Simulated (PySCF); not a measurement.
C5H4BF, SMILES C#C[C@@H]1C=CB1F. Atoms are numbered in the order given.

```xyz
11

C      2.3311    -1.3228    -0.5293
C      1.2678    -1.0037    -0.0409
C     -0.0117    -0.5980     0.5157
C     -1.2606    -0.8216    -0.3595
C     -1.7710     0.4322    -0.4533
B     -0.5172     0.9275     0.2925
F      0.0416     2.0930     0.5473
H      3.2750    -1.6044    -0.9557
H     -0.1369    -0.9884     1.5416
H     -1.5884    -1.7710    -0.8038
H     -2.6716     0.7733    -0.9657
```

Coordinates come from a B3LYP-D3(BJ)/def2-SVP optimisation. The structure was generated by enumeration; whether it is a known compound was not checked.

All values below come from TDDFT-PBE/def2-SVPD (PySCF).

Vertical excitations. Isolated molecule, no solvent.

```csv
state,energy (eV),λ (nm),f,main pairs
S1,3.79,327,0.015,HOMO→LUMO 96 %
S2,4.12,301,0.010,HOMO−1→LUMO 96 %
S3,5.69,218,0.004,HOMO−3→LUMO 90 %
S4,5.90,210,0.015,"HOMO→LUMO+1 52 %, HOMO−2→LUMO 33 %"
S5,5.96,208,0.054,"HOMO−2→LUMO 47 %, HOMO→LUMO+1 37 %, HOMO→LUMO+2 8 %"
S6,6.21,200,0.014,HOMO→LUMO+2 76 %
S7,6.33,196,0.002,HOMO−1→LUMO+1 77 %
S8,6.42,193,0.004,HOMO−4→LUMO 78 %
S9,6.45,192,0.002,"HOMO→LUMO+3 56 %, HOMO−1→LUMO+2 23 %, HOMO−4→LUMO 10 %, HOMO→LUMO+4 9 %"
S10,6.60,188,0.007,"HOMO→LUMO+4 55 %, HOMO−1→LUMO+2 34 %"
T1,3.55,349,0,HOMO→LUMO 98 %
T2,3.99,311,0,HOMO−1→LUMO 97 %
T3,4.14,300,0,HOMO−2→LUMO 95 %
T4,5.25,236,0,HOMO−3→LUMO 69 %
```
Triplets are in the Tamm–Dancoff approximation, which puts them higher than full response would, so one can lie above its singlet here.
